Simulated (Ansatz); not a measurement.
A nudged elastic band was laid between two geometries of CH2BrClOSi (7 atoms, charge 0, multiplicity 1).

Theory: RKS PBE0-D4/def2-SVP in Ansatz.

```json
{"movable images": "9", "climbing image": "from the first iteration", "spring": "5.0 eV/Å²", "optimiser": "lbfgs", "start path": "through a guess of the saddle point", "force threshold": "0.05 eV/Å", "iteration limit": "53", "end points": "relaxed"}
```

Initial state:

```xyz
7
Properties=species:S:1:pos:R:3
Cl -0.387 -1.581 1.664
C -0.113 -0.805 0.104
Br -0.730 -1.922 -1.354
O 1.176 -0.322 -0.073
Si 0.079 1.004 -0.086
H 0.148 1.893 1.095
H -0.111 1.665 -1.396
```

Final state:

```xyz
7
Properties=species:S:1:pos:R:3
Cl 0.246 -1.463 1.410
C -0.240 -0.436 0.077
Br -1.041 -1.493 -1.348
O 0.888 0.274 -0.451
Si -0.788 1.414 0.161
H -0.049 1.608 1.483
H 1.044 0.028 -1.377
```

Q: Which bonds break or form, and what moves?

A: Bonds broken: Si5–H7. Bonds formed: O4–H7.

Q: Give the energies along the band, and the barrier.

A: It converged. The highest image is number 6 of 0 to 10, 54.5 kcal/mol above the first end and 27.3 kcal/mol above the last; the last end lies 27.2 kcal/mol above the first. Another band between the same ends (9 images) ends at a top of the same energy, where a vibrational analysis finds 1 clearly imaginary mode. The orbitals stay closed-shell, which can raise the energy where a bond breaks towards radicals; this wasn't checked here.

```
image  path coordinate (Å)  energy (kcal/mol)  Si5–H7 (Å)  O4–H7 (Å)
    0                 0.00                0.0        1.48       2.71
    1                 0.28                1.1        1.48       2.61
    2                 0.56                6.1        1.47       2.41
    3                 0.83               17.0        1.46       2.16
    4                 1.11               31.4        1.47       1.92
    5                 1.38               45.9        1.51       1.65
    6                 1.65               54.5        1.61       1.34
    7                 2.00               41.6        1.89       1.03
    8                 2.34               33.7        2.20       0.98
    9                 2.69               28.9        2.47       0.97
   10                 3.04               27.2        2.77       0.97
```

Q: What is the geometry of the highest image?

A: 
```xyz
7
Properties=species:S:1:pos:R:3
Cl -0.035 -1.379 1.587
C -0.133 -0.646 -0.016
Br -0.965 -1.842 -1.299
O 1.041 -0.135 -0.423
Si -0.470 1.242 -0.070
H -0.083 1.735 1.307
H 0.707 0.957 -1.133
```

Time of the run: 22 min on 2 threads of Arm Neoverse V1, on a shared host, peak memory 0.26 GiB.
